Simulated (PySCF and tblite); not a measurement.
Results of a calculation; reference values are marked as such.
System: C3H8GeO, numbered as in [CH2:1]1[CH2:2][GeH2:3][CH2:4][O:5]1.

For the inversion of the 5-membered ring (1–2–3–4–5): electronic barrier 4.56 kcal/mol, zero-point change -0.52 kcal/mol, thermal and entropy terms at 200 K a further 0.05 kcal/mol (symmetry numbers apart). The minimum is C1, the saddle C1. The path came from a restrained scan, a climbing-image band and a saddle search at GFN2-xTB; energies are PBE0/pcSseg-1 + D3(BJ)//GFN2-xTB, thermal terms GFN2-xTB. Rates follow Eyring's equation with the number of equivalent paths and no tunnelling. (PySCF 2.14 with density fitting, tblite 0.8.)

Problem. How many equivalent paths lead out of the minimum?

Solution. 2: the symmetry number of the minimum is 1, that of the saddle displaced along its mode 1, and since the end is the start again or its mirror image, the same path run backwards is a second way out.

Problem. Work out the rate at 200 K.

Solution. ΔG‡ = 4.09 kcal/mol; k_B T/h = 4.2×10¹² s⁻¹; exp(−ΔG‡/RT) = 3.4×10⁻⁵; times 2 gives k = 2.8×10⁸ s⁻¹. Wigner's tunnelling factor for the 175i cm⁻¹ mode would be 1.07.

Spin–orbit effects of heavy atoms on shieldings are missing.
